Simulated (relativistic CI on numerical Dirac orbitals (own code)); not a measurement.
**Ligand-field terms of d7**

Computed with a parametric ligand-field model of a d^n configuration (Racah B and C, spin-orbit zeta, crystal field), exact diagonalisation.

Field parameters in Wybourne normalisation: Oh B⁴₀ = 21Dq, B⁴₄ = √(5/14) B⁴₀; Td as Oh with Dq negative (B⁴₀ = 21Dq, B⁴₄ = √(5/14) B⁴₀). The field is a parameter set, without covalency.

**Question.** Lowest levels for B = 540, C = 2420, ζ = 640 cm⁻¹, Oh, 10Dq = 21950 cm⁻¹?

**Answer.** Γ8 0 (S 0.51), Γ6 9817 (S 1.50), Γ8 10198 (S 1.50), Γ7 10878 (S 1.50), Γ8 10908 (S 1.50), Γ8 19986 (S 0.51), Γ6 20488 (S 0.50), Γ8 20726 (S 0.51), Γ7 20957 (S 0.51) cm⁻¹, with S from ⟨S²⟩ = S(S + 1). The ground level has 1.03 electrons in the cubic e pair.

**Question.** Lowest levels for B = 340, C = 1640, ζ = 90 cm⁻¹, Oh, 10Dq = 26600 cm⁻¹?

**Answer.** Γ8 0 (S 0.50), Γ6 18733 (S 1.50), Γ8 18784 (S 1.50), Γ7 18869 (S 1.50), Γ8 18870 (S 1.50), Γ8 25199 (S 0.50), Γ6 25254 (S 0.50), Γ8 25654 (S 0.50), Γ7 25689 (S 0.50) cm⁻¹, with S from ⟨S²⟩ = S(S + 1). The ground level has 1.01 electrons in the cubic e pair.

**Question.** Lowest levels for B = 910, C = 4100, ζ = 130 cm⁻¹, Oh, 10Dq = 29650 cm⁻¹?

**Answer.** Γ8 0 (S 0.50), Γ6 10046 (S 1.50), Γ8 10127 (S 1.50), Γ7 10263 (S 1.50), Γ8 10264 (S 1.50), Γ8 26736 (S 0.50), Γ6 26820 (S 0.50), Γ8 27673 (S 0.50), Γ7 27732 (S 0.50) cm⁻¹, with S from ⟨S²⟩ = S(S + 1). The ground level has 1.03 electrons in the cubic e pair.

**Question.** Lowest levels for B = 440, C = 2260, ζ = 440 cm⁻¹, Td, 10Dq = -2500 cm⁻¹?

**Answer.** Γ8 0 (S 1.50), Γ8 2326 (S 1.49), Γ6 2475 (S 1.50), Γ8 2712 (S 1.50), Γ7 2792 (S 1.50), Γ6 3933 (S 1.49), Γ8 4323 (S 1.50), Γ7 4760 (S 1.50), Γ8 4873 (S 1.50) cm⁻¹, with S from ⟨S²⟩ = S(S + 1). The ground level has 3.95 electrons in the cubic e pair.

**Question.** Lowest levels for B = 470, C = 1860, ζ = 240 cm⁻¹, Oh, 10Dq = 19850 cm⁻¹?

**Answer.** Γ8 0 (S 0.50), Γ6 10466 (S 1.50), Γ8 10609 (S 1.50), Γ7 10857 (S 1.50), Γ8 10860 (S 1.50), Γ8 18378 (S 0.50), Γ6 18544 (S 0.50), Γ8 18853 (S 0.50), Γ7 18939 (S 0.50) cm⁻¹, with S from ⟨S²⟩ = S(S + 1). The ground level has 1.02 electrons in the cubic e pair.
